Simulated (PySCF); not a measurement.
## [Yb(H2O)2]3+ at several levels of theory

Computed with PySCF 2.14.0 (density fitting, no spin-orbit coupling) at the geometry relaxed with BP86:

```xyz
7
[Yb(H2O)2]3+ (singlet in the valence; each metal's 4f electrons, 13 of them, lie in its core potential, out of spins and levels)
Yb    1.0340   -0.1315    0.0058
O    -0.1647    0.0692    1.7957
H     0.1017    0.4730    2.6818
H    -1.1078   -0.2400    1.9718
O    -0.1597   -0.0458   -1.7970
H     0.1122   -0.3020   -2.7351
H    -1.1100    0.2665   -1.9230
```

```csv
level,basis,state,HOMO (eV),gap (eV),charge on Yb1 (e),population of f-type functions on Yb1 (polarisation alone where 4f lies in the core),dipole about the centre of mass (D),largest force component (eV/Å)
BP86,"Yb lcecp-1-SVP with ECP59, O def2-SVP, H def2-SVP",singlet,-25.22,5.60,2.10,0.03,3.71,0.02
PBE0,the same,singlet,-26.88,8.02,2.19,0.03,3.43,0.53
BP86,"Yb lcecp-1-TZVP with ECP59, O def2-TZVP, H def2-TZVP",singlet,-25.22,5.61,2.32,0.03,3.70,0.28
```

In the lcecp rows the 4f levels are missing from HOMO and gap, and the state counts the valence alone.

Charges are Mulliken's, which hang on the basis. The relaxation used the grid (50, 194), these runs (75, 302) or, all-electron (x2c bases, spin-free X2C Hamiltonian), (99, 590).

Question: A further run in the first row's basis gives HOMO (eV) -25.87, gap (eV) 6.71, charge on Yb1 (e) 2.17, population of f-type functions on Yb1 (polarisation alone where 4f lies in the core) 0.03, dipole about the centre of mass (D) 3.50, largest force component (eV/Å) 0.33. Which level was it?
A. TPSS
B. M06-L
C. TPSSh

Answer: C. The others give HOMO -25.17 eV (TPSS); -25.40 eV (M06-L).

In the first row's basis the gap widens with exact exchange: 5.6 to 6.4 eV for BP86, TPSS, M06-L (none); 6.7 to 8.0 eV for TPSSh, PBE0 (a fixed share).

An lcecp potential fixes the number of 4f electrons, so in runs with it no electron can move into or out of that shell.
